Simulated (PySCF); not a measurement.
Se(Br)(OSiH3) (BrH3OSeSi), SMILES [SiH3]O[Se]Br.

The structure is a stationary point at r2SCAN-D4/def2-SVP. The structure was generated by enumeration, and PubChem lists no compound with its InChIKey, so it may never have been made. One conformer was computed; it need not be the lowest.

The numbers are results of TDDFT-PBE/def2-SVPD in PySCF, not measurements.

Vertical excitations. The molecule is in vacuum.

```
state  energy (eV)  λ (nm)      f                                                main pairs
-----  -----------  ------  -----  --------------------------------------------------------
S1            2.36     525  0.001                                           HOMO→LUMO 100 %
S2            3.16     393  0.000                                          HOMO→LUMO+1 99 %
S3            4.39     282  0.005                                          HOMO−1→LUMO 98 %
S4            4.45     279  0.013                                          HOMO−2→LUMO 93 %
S5            4.74     261  0.009                                          HOMO−3→LUMO 90 %
S6            4.94     251  0.001                                          HOMO→LUMO+2 99 %
S7            4.99     248  0.003                                          HOMO−4→LUMO 98 %
S8            5.13     242  0.007                    HOMO−2→LUMO+1 63 %, HOMO−1→LUMO+1 32 %
S9            5.24     237  0.031  HOMO−1→LUMO+1 47 %, HOMO−2→LUMO+1 30 %, HOMO−5→LUMO 14 %
S10           5.40     230  0.003                                        HOMO−3→LUMO+1 96 %
T1            1.74     712      0                                           HOMO→LUMO 100 %
T2            2.53     490      0                                          HOMO→LUMO+1 99 %
T3            3.83     324      0                                          HOMO−1→LUMO 99 %
T4            3.99     311      0                                          HOMO−2→LUMO 97 %
```
Triplets are in the Tamm–Dancoff approximation, which puts them higher than full response would, so one can lie above its singlet here.
